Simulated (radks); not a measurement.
The numbers below are computed, except where a source is named.
How relativity changes the ionisation of neutral erbium ([Xe] 4f12 6s2) to Er+ ([Xe] 4f12 6s1). Spin-unpolarised spherical Kohn-Sham, LDA (Slater exchange, Perdew-Wang correlation), point nucleus unless stated (finite: rms radius 5.2516 fm), a radial shooting solver on a logarithmic mesh with Libxc functionals. A level marked "c x" has the speed of light scaled by that factor and shares open shells by 2j + 1; other Dirac levels either fill j = l - 1/2 first or share by 2j + 1.

| level | E(Er) (hartree) | E(Er+) (hartree) | IE (eV) | HOMO | <r> HOMO (bohr) |
|---|---|---|---|---|---|
| non-rel. | -12494.6897 | -12494.4655 | 6.101 | 6s | 4.260 |
| scalar-rel. | -13078.1099 | -13077.8674 | 6.599 | 4f | 0.8324 |
| scalar-rel., finite nucleus | -13076.7808 | -13076.5383 | 6.598 | 4f | 0.8324 |
| Dirac, 2j+1 shares | -13091.4375 | -13091.1949 | 6.602 | 4f7/2 | 0.8442 |
| Dirac, low j first | -13091.4717 | -13091.2291 | 6.601 | 4f7/2 | 0.8456 |
| Dirac, 2j+1 shares, finite nucleus | -13090.0988 | -13089.8562 | 6.601 | 4f7/2 | 0.8442 |
| Dirac, c x 1.25 | -12858.3866 | -12858.1518 | 6.390 | 6s1/2 | 4.081 |
| Dirac, c x 2 | -12629.9992 | -12629.7712 | 6.203 | 6s1/2 | 4.194 |
| Dirac, c x 10 | -12499.9519 | -12499.7276 | 6.105 | 6s1/2 | 4.258 |

NIST Atomic Spectra Database: 6.108 eV (measured). The relativistic part of the total energy of Er is -595.4 hartree (Dirac, 2j+1 shares, finite nucleus), 4.8 % of the non-relativistic value. Spin polarisation and multiplet splitting of open shells are left out at every level.

Beside tabulated values, note that relativity, absent from the non-relativistic runs, is large for the heavy elements, and spin-unpolarised runs miss the spin-polarisation part of the exchange energy of open shells.
